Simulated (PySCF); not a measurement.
C3H8GeSi, SMILES CC1[SiH2][GeH2][CH]=1.

Geometry: PBE0-D3(BJ)/def2-SVP. This is a generated structure with no PubChem entry under its InChIKey; it may be hypothetical.

Level of theory: PySCF with PBE/def2-TZVP.

Symmetry labels are those of the subgroup Cs that the program uses (full group Cs).

**Question.** List the valence orbital energies around the gap with their symmetry. (The exact figures need the calculation; the answer reports its results.)

**Answer.** 
```
orbital  symmetry  energy (eV)
-------  --------  -----------
HOMO−7         A"       -10.28
HOMO−6         A'       -10.25
HOMO−5         A"        -8.72
HOMO−4         A'        -8.05
HOMO−3         A"        -8.03
HOMO−2         A'        -6.82
HOMO−1         A"        -6.48
HOMO           A'        -6.41
LUMO           A"        -1.39
LUMO+1         A'        -0.84
LUMO+2         A'        -0.27
LUMO+3         A"         0.08
```
